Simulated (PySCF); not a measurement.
# Yb⁺: ionisation energy

Yb⁺ [Xe] 4f14 6s1 [6s1/2^1, M_J = 1/2] → Yb²⁺ [Xe] 4f14, as a difference of total energies. Calculation: PySCF 2.14, in x2c-TZVPPall-2c (11s11p10d4f2g, 140 functions); the two-component X2C-1e Hamiltonian. Correlated levels: [Ar] 3d10 frozen; the 18 highest virtual spinors dropped. "Screened" scales the spin-orbit matrix elements by Boettger's factors to mimic the two-electron term; Breit and QED terms are absent.

```tsv
method	ionisation energy (eV)
GHF (spin-free)	11.261
GMP2 (spin-free)	12.211
GHF (screened spin-orbit)	11.267
GMP2 (screened spin-orbit)	12.215
```

Q: How much does correlation contribute at GMP2 (screened spin-orbit)?

A: 12.215 − (11.267) = 0.948 eV, measured against GHF (screened spin-orbit).

For comparison: 12.179 eV (measured; NIST Atomic Spectra Database, ionization energies).
